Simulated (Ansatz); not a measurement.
Start from `C[O][Ti]([F])([Cl])[SeH]` and change one atom or group to get `[OH][Ti]([F])([Cl])[SeH]`.

Ansatz, PBE0-D4/def2-TZVP geometries, multiplicity 1. Each molecule was computed in one conformer, which needn't be the lowest.

Scalar relativity is left out up to krypton.

| property | `C[O][Ti]([F])([Cl])[SeH]` |
| --- | --- |
| HOMO–LUMO gap (ωB97M-V/def2-TZVPP) / eV | 8.97 |
| size of the dipole moment (PBE/def2-TZVPP) / D | 3.10 |
| HOMO energy (B3LYP/def2-TZVPP) / eV | -7.11 |
| HOMO–LUMO gap (PBE0/def2-TZVPP) / eV | 4.80 |
| LUMO energy (ωB97M-V/def2-TZVPP) / eV | -0.46 |
| HOMO–LUMO gap (B3LYP/def2-TZVPP) / eV | 4.34 |

Give the same properties after the change, and the shifts. (Estimate.)

Computed: 
```csv
property,`[OH][Ti]([F])([Cl])[SeH]`,shift
HOMO–LUMO gap (ωB97M-V/def2-TZVPP) / eV,8.92,-0.05
size of the dipole moment (PBE/def2-TZVPP) / D,2.20,-0.90
HOMO energy (B3LYP/def2-TZVPP) / eV,-7.28,-0.17
HOMO–LUMO gap (PBE0/def2-TZVPP) / eV,4.73,-0.07
LUMO energy (ωB97M-V/def2-TZVPP) / eV,-0.66,-0.20
HOMO–LUMO gap (B3LYP/def2-TZVPP) / eV,4.26,-0.08
```

With PBE0 the HOMO falls by 0.16 eV and the LUMO falls by 0.23 eV, so the gap narrows by about 0.07 eV. PBE moves the HOMO by -0.17 eV and ωB97M-V by -0.15 eV. Dipoles are sizes alone; their direction can turn.

B3LYP here is the variant with VWN-RPA as its local correlation; programs differ in this.

Spin–orbit coupling is left out; it splits and shifts lone-pair levels of the heavy atoms by tenths of an eV.
